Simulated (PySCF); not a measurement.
CHF, SMILES [CH]F (connectivity only; charge and spin as stated), neutral, multiplicity 1.

Geometry: B3LYP-D3(BJ)/def2-TZVPD. The isomer is the one that the SMILES or the coordinates give; other isomers of the formula were not compared.

Level of theory: B3LYP-D3(BJ)/def2-TZVPD run with PySCF.

No scaling factor is applied to the harmonic values.

Computed harmonic wavenumbers and intensities:
```
mode  ν (cm⁻¹)  IR (km/mol)  Raman (Å⁴/amu)  depolarisation  moving atoms (share of kinetic energy)
----  --------  -----------  --------------  --------------  --------------------------------------
1         1198        170.8             8.4            0.73                          C 60 %, F 39 %
2         1436         24.2             7.9            0.19                           H 87 %, C 9 %
3         2771        163.9           170.8            0.35                                  H 92 %
```
